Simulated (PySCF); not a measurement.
# Quadrupole coupling of `C#CC#CC#CC#CC#N`: levels of theory against gas-phase measurements

Values to reproduce (atoms as numbered below): 14N at N10: χzz = -4.84 MHz [1].
[1] measured, gas; W. C. Bailey, Calculation of NQCC in Gaseous State Molecules (compilation of microwave values)

Species: C9HN.
Atom-mapped SMILES: `[CH:1]#[C:2][C:3]#[C:4][C:5]#[C:6][C:7]#[C:8][C:9]#[N:10]` (hydrogens: H11 on C1)

Task: How do the computed couplings compare?

Result: PySCF, non-relativistic, all at one geometry, with Q(14N) = 0.02044 b:

```json
{"level": "B3LYP/pcJ-1", "functions": "280", "14N N10 (MHz)": "-4.599", "computed/reference − 1 (%)": "-5.0"}
{"level": "PBE0/pcSseg-1", "functions": "175", "14N N10 (MHz)": "-4.588", "computed/reference − 1 (%)": "-5.2"}
```

Closest here is B3LYP/pcJ-1 (5.0 % unsigned error), furthest PBE0/pcSseg-1 (5.2 %); one molecule doesn't rank methods. Computed values are for fixed nuclei, while measured ones can include vibrational averaging. Geometry: PBE0-D3(BJ)/def2-SVP; no solvent, vibrations or thermal averaging.
